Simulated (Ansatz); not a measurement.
Gas-phase electronic energies from Ansatz, PBE0-D4/def2-TZVP geometries. CBS: MP2 limit from def2 TZ/QZ plus the TZ coupled-cluster correction, frozen cores. DFT in def2-TZVPP. One conformer a species, not always the lowest.

Reaction (redistribution): `CB[SiH2]Cl` + `S[SiH]1CC1` → `B[SiH2]Cl` + `CS[SiH]1CC1`

`CB[SiH2]Cl`:

Cartesian coordinates in Å:
```
C 0.749 -0.543 1.291
B 0.642 -0.259 -0.230
Si -0.967 0.686 -0.988
Cl -1.093 0.576 -3.048
H 0.079 0.019 1.945
H 0.454 -1.604 1.376
H 1.771 -0.501 1.676
H 1.513 -0.642 -0.958
H -0.910 2.130 -0.624
H -2.238 0.137 -0.442
```

`S[SiH]1CC1`:

Cartesian coordinates in Å:
```
S 0.893 0.117 -2.310
Si -0.268 -0.461 -0.632
C 0.339 -0.138 1.077
C -0.713 0.872 0.555
H 1.634 -1.005 -2.342
H -1.210 -1.576 -0.863
H 0.020 -0.790 1.884
H 1.343 0.250 1.217
H -0.355 1.880 0.375
H -1.684 0.851 1.039
```

`B[SiH2]Cl`:

Z-matrix (Å, degrees):
```
Si
Cl 1 2.064
B 1 2.003 2 113.7
H 1 1.488 2 107.4 3 122.1
H 1 1.488 2 107.4 3 -121.7
H 3 1.193 1 123.6 2 -0.9
H 3 1.197 1 118.0 2 179.3
```

`CS[SiH]1CC1`:

```xyz
13

C     1.910    0.315    1.657
S     0.637   -0.963    1.419
Si   -0.753    0.099    0.242
C    -1.633   -0.825   -1.085
C    -0.563    0.170   -1.593
H     2.347    0.611    0.705
H     1.502    1.186    2.168
H     2.683   -0.129    2.285
H    -1.435    1.225    0.919
H    -2.667   -0.579   -1.306
H    -1.411   -1.877   -1.228
H     0.316   -0.271   -2.051
H    -0.932    1.038   -2.132
```

```csv
level,ΔE (eV)
revPBE-D4,0.66
B2PLYP,0.68
CAM-B3LYP,0.72
LC-ωPBE,0.72
```

Question: What does CCSD(T)/CBS give? (An estimate is asked.)

Answer: Computed: +0.67 eV. The listed levels differ from it by -0.01, 0.01, 0.05, 0.05 eV.

Largest T1 diagnostic among the species: 0.011.

Leaving LDA and LC-ωPBE aside and taking each functional with its dispersion term where it has one, the values, not all of them listed here, spread over 0.10 eV, from BLYP-D4 to B97M-V. LDA lies +0.08 eV from PBE without D4. In def2-TZVPP, CCSD(T) changes the Hartree–Fock value by +0.05 eV (the triples alone add −0.01 eV) and MP2 by +0.04 eV. At CCSD(T), def2-SVP lies +0.08 eV from the extrapolated value and def2-TZVPP +0.01 eV.
